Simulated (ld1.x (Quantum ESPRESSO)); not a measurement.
What the settings do to the PAW potential of rhodium (Rh)

Base potential:

- Element: rhodium
- Generator: ld1.x (Quantum ESPRESSO) 7.5
- Type: PAW
- Functional: PBEsol
- Relativity: scalar-relativistic
- Frozen core: [Kr]
- Valence charge: 9
- Reference configuration: 4d9 5s0 5p0
- Partial waves: 5s (bound, empty): rcut 2.40, rcutus 3.05 bohr; 5s channel at 1.15 Ry: rcut 2.40, rcutus 3.05 bohr; 5p (bound, empty): rcut 3.30, rcutus 3.65 bohr; 5p channel at 0.35 Ry: rcut 3.30, rcutus 3.65 bohr; 4d (bound): rcut 1.85, rcutus 2.15 bohr; 4d channel at 1.3 Ry: rcut 1.85, rcutus 2.15 bohr
- Local potential: all-electron potential smoothed inside 1.90 bohr (lloc = -1)
- Core correction: Bessel-smoothed model core inside 2.05 bohr
- Augmentation charge: BESSEL, radius 2.00 bohr

Cutoffs, loose and tight: the cutoffs (Ry, on a coarse ladder) from which the occupation-weighted sum of valence levels, in a spherical-Bessel basis at the reference potential, stays within 10 and 1 mRy of its value at 400 Ry. They do not see the model core or the augmentation charge, which bear on the density cutoff. Test errors are all-electron minus pseudo excitation energies from the reference, over the configurations 4d8 5s1 5p0; 4d8 5s0 5p0; 4d7 5s0 5p0; 4d7 5s2 5p0; 4d8 5s0 5p1; 4d7 5s1 5p0; 4d5 5s0 5p0. A dash means not determined; rows that change the core or the reference have their own tests. The largest error is taken over the tests solved by every variant that gives reliable tests at all: 4d7 5s0 5p0; 4d8 5s0 5p0; 4d8 5s0 5p1.

A true bound ghost makes a file unfit for plane-wave use even where its test errors are small: the radial tests pick states by their node count and pass the ghost by. Where a test does run into it, the solver fails or the error is huge.

Cutoffs are not given where the Bessel-basis levels miss the radial ones by over 6 mRy, ghosts where they miss by over 20 mRy; a channel whose overlap is not positive is not tested.

A file whose overlap is not positive is unfit for use, and its test errors describe a broken file.

```csv
change,outcome,"cutoff, loose","cutoff, tight",bound ghosts,largest test error (meV)
base,generated,21 Ry,40 Ry,s,-157
"all radii but the core radius scaled by about 0.75 (s 2.28, p 2.72, d 1.60 bohr, rcut 1.80/2.46/1.38); local potential all-electron potential smoothed inside 1.42 bohr (lloc = -1); augmentation BESSEL, radius 1.50 bohr","generated, overlap not positive",–,–,"p (s not tested, overlap not positive)",-154
"all radii but the core radius scaled by about 0.89 (s 2.72, p 3.26, d 1.92 bohr, rcut 2.14/2.94/1.64); local potential all-electron potential smoothed inside 1.70 bohr (lloc = -1); augmentation BESSEL, radius 1.78 bohr",generated,30 Ry,50 Ry,s,-155
"all radii but the core radius scaled by about 0.96 (s 2.94, p 3.52, d 2.08 bohr, rcut 2.32/3.18/1.78); local potential all-electron potential smoothed inside 1.84 bohr (lloc = -1); augmentation BESSEL, radius 1.94 bohr",generated,25 Ry,40 Ry,s,-156
"all radii but the core radius scaled by about 1.10 (s 3.36, p 4.02, d 2.36 bohr, rcut 2.64/3.64/2.04); local potential all-electron potential smoothed inside 2.10 bohr (lloc = -1); augmentation BESSEL, radius 2.20 bohr",generated,18 Ry,30 Ry,none,-159
"all radii but the core radius scaled by about 1.18 (s 3.60, p 4.32, d 2.54 bohr, rcut 2.84/3.90/2.18); local potential all-electron potential smoothed inside 2.24 bohr (lloc = -1); augmentation BESSEL, radius 2.36 bohr",generated,15 Ry,25 Ry,none,-163
"all radii but the core radius scaled by about 1.25 (s 3.82, p 4.56, d 2.70 bohr, rcut 3.00/4.14/2.32); local potential all-electron potential smoothed inside 2.38 bohr (lloc = -1); augmentation BESSEL, radius 2.50 bohr",generated,15 Ry,25 Ry,none,-168
"all radii but the core radius scaled by about 1.33 (s 4.06, p 4.86, d 2.86 bohr, rcut 3.20/4.40/2.46); local potential all-electron potential smoothed inside 2.54 bohr (lloc = -1); augmentation BESSEL, radius 2.66 bohr","generated, overlap not positive",–,–,not determined (overlap not positive),-172
"all radii but the core radius scaled by about 1.38 (s 4.20, p 5.04, d 2.96 bohr, rcut 3.30/4.54/2.54); local potential all-electron potential smoothed inside 2.62 bohr (lloc = -1); augmentation BESSEL, radius 2.76 bohr",generated,12 Ry,18 Ry,none,-186
```

What comes out with this change to the base: all radii but the core radius scaled by about 0.82 (s 2.50, p 3.00, d 1.76 bohr, rcut 1.98/2.70/1.52); local potential all-electron potential smoothed inside 1.56 bohr (lloc = -1); augmentation BESSEL, radius 1.64 bohr?

outcome: generated; cutoff, loose: 35 Ry; cutoff, tight: 55 Ry; bound ghosts: s, p; largest test error (meV): -154.

Reading the sweep of the scale of all radii but the core radius (base = 1) (base included, trends over the rows without a ghost): The loose cutoff falls from 18 Ry at 1.1 to 12 Ry at 1.38. A larger radius leaves more room for a smooth pseudo-wave, so fewer plane waves are needed; a smaller one forces it to follow the all-electron wave where it bends sharply. Bound ghosts are found at 0.75, 0.82, 0.89, 0.96, 1.
